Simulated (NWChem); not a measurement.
C$_{7}$H$_{7}$, doublet; SMILES c1c(C)ccc[c]1

```xyz
14

C      0.0627    -2.3803     0.0074
C     -0.0087    -0.8799    -0.0089
C     -1.2557    -0.2242    -0.0067
C     -1.2534     1.1500     0.0018
C     -0.1401     1.9599     0.0060
C      1.0947     1.2997     0.0013
C      1.1518    -0.0949    -0.0066
H     -0.1459    -2.7746     1.0160
H     -0.6778    -2.8261    -0.6739
H      1.0586    -2.7394    -0.2884
H     -2.1852    -0.8023    -0.0129
H     -0.2021     3.0512     0.0097
H      2.0212     1.8812     0.0009
H      2.1268    -0.5900    -0.0127
```
Atoms are numbered in this order, from 1.

Program: NWChem. Spin-unrestricted. The geometry was optimised at PBE0/def2-SVP, spin-unrestricted. Not confirmed as a minimum by frequencies. No stability test was run on the SCF state. Level: M05-2X/def2-SVP with SMD (1 M gas to 1 M solution), gas-phase geometry. Reactions with the solvent are ignored.

| solvent | dielectric constant | solvation free energy (kcal/mol) | cavity-dispersion-structure term (kcal/mol) | dipole in solution (D) |
|---|---|---|---|---|
| water | 78.4 | -1.0 | 3.4 | 1.73 |
| toluene | 2.37 | -6.0 | -3.6 | 1.45 |
| cyclohexane | 2.02 | -5.5 | -3.5 | 1.41 |
| N,N-dimethylformamide | 37.2 | -5.1 | -0.8 | 1.71 |
| ethylene glycol | 40.2 | -1.8 | 2.5 | 1.72 |
| diethyl ether | 4.24 | -6.1 | ? | 1.56 |
| chloroform | 4.71 | -6.8 | -3.4 | 1.58 |

Q: Fill in the missing entries.

A: 
- diethyl ether, cavity-dispersion-structure term (kcal/mol): -2.8
